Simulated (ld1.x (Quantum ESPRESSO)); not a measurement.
## Dy: PAW pseudisation with PBE, fully relativistic reference atom.

ld1.x (Quantum ESPRESSO) 7.5 was run on this input:

```
&input
   title='Dy', zed=66., rel=2, dft='PBE', iswitch=3,
   config='[Xe] 4f10 5d0 6s2 6p0', rel_dist='average',
   nld=7, rlderiv=2.65, eminld=-13.0, emaxld=5.0, deld=0.04
 /
 &inputp
   pseudotype=3, lpaw=.true., tm=.true., lloc=-2, rcloc=2.15,
   nlcc=.false.,
   which_augfun='PSQ', rmatch_augfun_nc=.true.,
   file_pseudopw='Dy.UPF', file_wfcaegen='ae.wfc', file_wfcncgen='nc.wfc', file_beta='beta', file_chi='chi', file_wfcusgen='us.wfc'
 /
8
5S  1  0   2.00   0.00  1.85  2.45  0.0
6S  2  0   2.00   0.00  1.85  2.45  0.0
5P  2  1   6.00   0.00  0.55  0.65  0.0
6P  3  1   0.00   0.00  0.55  0.65  0.0
4D  3  2  10.00   0.00  0.85  1.00  0.0
5D  4  2   0.00   0.00  0.85  1.00  0.0
4F  4  3  10.00   0.00  1.45  1.60  0.0
4F  4  3   0.00   0.35  1.45  1.60  0.0
 &test
   configts(1)='4d10 4f10 5s2 5p6 5d0 6s2 6p0'
 /
```

Command:

```bash
ld1.x < Dy.in > Dy.out
```

The program printed (shortened: banner, matrices, multipoles, cross overlaps and the repeated all-electron block are left out):

```
[... start of the log left out ...]
       Zero norm: self consistency problem; state:  4 (l=  3, j=3.5)
       Zero norm: self consistency problem; state:  5 (l=  0, j=0.5)
       Zero norm: self consistency problem; state:  6 (l=  1, j=0.5)
       Zero norm: self consistency problem; state:  7 (l=  1, j=1.5)
       Zero norm: self consistency problem; state: 10 (l=  0, j=0.5)
       Zero norm: self consistency problem; state:  1 (l=  2, j=1.5)
       Zero norm: self consistency problem; state:  2 (l=  2, j=2.5)
       Zero norm: self consistency problem; state:  3 (l=  3, j=2.5)
       Zero norm: self consistency problem; state:  4 (l=  3, j=3.5)
       Zero norm: self consistency problem; state:  5 (l=  0, j=0.5)
       Zero norm: self consistency problem; state:  6 (l=  1, j=0.5)
       Zero norm: self consistency problem; state:  7 (l=  1, j=1.5)
       Zero norm: self consistency problem; state: 10 (l=  0, j=0.5)
       Zero norm: self consistency problem; state:  1 (l=  2, j=1.5)
       Zero norm: self consistency problem; state:  2 (l=  2, j=2.5)
       Zero norm: self consistency problem; state:  3 (l=  3, j=2.5)
       Zero norm: self consistency problem; state:  4 (l=  3, j=3.5)
       Zero norm: self consistency problem; state:  5 (l=  0, j=0.5)
       Zero norm: self consistency problem; state:  6 (l=  1, j=0.5)
       Zero norm: self consistency problem; state:  7 (l=  1, j=1.5)
       Zero norm: self consistency problem; state: 10 (l=  0, j=0.5)
       Zero norm: self consistency problem; state:  1 (l=  2, j=1.5)
       Zero norm: self consistency problem; state:  2 (l=  2, j=2.5)
       Zero norm: self consistency problem; state:  3 (l=  3, j=2.5)
       Zero norm: self consistency problem; state:  4 (l=  3, j=3.5)
       Zero norm: self consistency problem; state:  5 (l=  0, j=0.5)
       Zero norm: self consistency problem; state:  6 (l=  1, j=0.5)
       Zero norm: self consistency problem; state:  7 (l=  1, j=1.5)
       Zero norm: self consistency problem; state: 10 (l=  0, j=0.5)

 %%%%%%%%%%%%%%%%%%%%%%%%%%%%%%%%%%%%%%%%%%%%%%%%%%%%%%%%%%%%%%%%%%%%%%%%%%%%%%
     Error in routine run_pseudo (1):
     Errors in PS-KS equation
 %%%%%%%%%%%%%%%%%%%%%%%%%%%%%%%%%%%%%%%%%%%%%%%%%%%%%%%%%%%%%%%%%%%%%%%%%%%%%%

     stopping ...
```

The run stopped because the pseudo-atom solver did not find the valence states with the expected number of nodes, which is the usual sign of a ghost state.

The run took about 1.8 s on one core of a shared server CPU.
